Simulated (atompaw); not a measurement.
## An all-electron radial function and its pseudo partner (Ta (Z = 73))

Columns: radius, all-electron u(r) and pseudo u(r) of the 5p shell (level -39.40 eV) of tantalum in the configuration [Kr] 4d10 4f14 5s2 5p6 5d3 6s2 6p0; PBE, scalar-relativistic, PAW (atompaw) scheme, atompaw 4.2.0.5.

```json
{"r (bohr)": "0.073", "all-electron": "-0.0646", "pseudo": "0.0109"}
{"r (bohr)": "0.146", "all-electron": "0.3511", "pseudo": "0.0430"}
{"r (bohr)": "0.219", "all-electron": "0.0891", "pseudo": "0.0949"}
{"r (bohr)": "0.292", "all-electron": "-0.3193", "pseudo": "0.1640"}
{"r (bohr)": "0.365", "all-electron": "-0.5160", "pseudo": "0.2473"}
{"r (bohr)": "0.438", "all-electron": "-0.4692", "pseudo": "0.3407"}
{"r (bohr)": "0.512", "all-electron": "-0.2629", "pseudo": "0.4416"}
{"r (bohr)": "0.585", "all-electron": "0.0048", "pseudo": "0.5426"}
{"r (bohr)": "0.658", "all-electron": "0.2741", "pseudo": "0.6409"}
{"r (bohr)": "0.731", "all-electron": "0.5112", "pseudo": "0.7322"}
{"r (bohr)": "0.804", "all-electron": "0.7018", "pseudo": "0.8131"}
{"r (bohr)": "0.877", "all-electron": "0.8433", "pseudo": "0.8806"}
{"r (bohr)": "0.950", "all-electron": "0.9391", "pseudo": "0.9326"}
{"r (bohr)": "1.023", "all-electron": "0.9952", "pseudo": "0.9677"}
{"r (bohr)": "1.096", "all-electron": "1.0187", "pseudo": "0.9857"}
{"r (bohr)": "1.169", "all-electron": "1.0163", "pseudo": "0.9870"}
{"r (bohr)": "1.242", "all-electron": "0.9945", "pseudo": "0.9728"}
{"r (bohr)": "1.315", "all-electron": "0.9582", "pseudo": "0.9449"}
{"r (bohr)": "1.388", "all-electron": "0.9121", "pseudo": "0.9058"}
{"r (bohr)": "1.462", "all-electron": "0.8588", "pseudo": "0.8574"}
{"r (bohr)": "1.535", "all-electron": "0.8027", "pseudo": "0.8037"}
{"r (bohr)": "1.608", "all-electron": "0.7452", "pseudo": "0.7469"}
{"r (bohr)": "1.681", "all-electron": "0.6880", "pseudo": "0.6893"}
{"r (bohr)": "1.754", "all-electron": "0.6321", "pseudo": "0.6327"}
{"r (bohr)": "1.827", "all-electron": "0.5784", "pseudo": "0.5785"}
{"r (bohr)": "1.900", "all-electron": "0.5275", "pseudo": "0.5275"}
```

(1) How many radial nodes do the two functions have?

(2) Is the pseudo-wave norm-conserving?

Answers

(1) The all-electron 5p function has n − l − 1 = 3; the pseudo-wave has 0, since the states of the same l below it are removed with the core.

(2) No, it belongs to a PAW set: the norm inside the radius is not constrained, and the difference is carried by the augmentation charge.
